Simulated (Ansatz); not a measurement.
Basis sets compared for the cluster CuSe5 (the lowest doublet isomer of a short search). Charge 0, multiplicity 2. Geometry PBE-D4/def2-SVP. Ansatz on 4 threads of Arm Neoverse V2 on a shared host; times are rough, and most runs start from earlier orbitals.

| atom | x (Å) | y (Å) | z (Å) |
| --- | --- | --- | --- |
| Cu1 | 0.0482 | 1.4403 | -0.5576 |
| Se2 | -1.6951 | -0.7452 | 1.1707 |
| Se3 | 1.6593 | 0.4867 | -1.8348 |
| Se4 | 0.6255 | -1.1076 | 1.4597 |
| Se5 | -1.9470 | 1.5237 | 0.5141 |
| Se6 | 1.3090 | -1.5980 | -0.7522 |

The structure comes from a short search, and lower isomers may exist.

Binding counts from free atoms (Cu doublet, Se triplet) in the same basis, without a counterpoise term.

| level | functions | energy (Eh) | HOMO (eV) | LUMO (eV) | binding per atom (eV) | wall time |
| --- | --- | --- | --- | --- | --- | --- |
| PBE-D4/def2-SVP (with forces) | 191 | -13644.7227 | -5.17 | -4.78 | 2.71 | 7 s |
| r2SCAN-D4/def2-SVP | 191 | -13646.7088 | -5.53 | -4.96 | 2.55 | 17 s |

**Question.** Estimate the rows for PBE-D4/def2-TZVPD, r2SCAN-D4/def2-TZVPD.

**Answer.** 
```
               level  functions  energy (Eh)  HOMO (eV)  LUMO (eV)  binding per atom (eV)  wall time
   PBE-D4/def2-TZVPD        333  -13646.4504      -5.37      -4.97                   2.63       22 s
r2SCAN-D4/def2-TZVPD        333  -13648.3953      -5.63      -5.05                   2.49       39 s
```
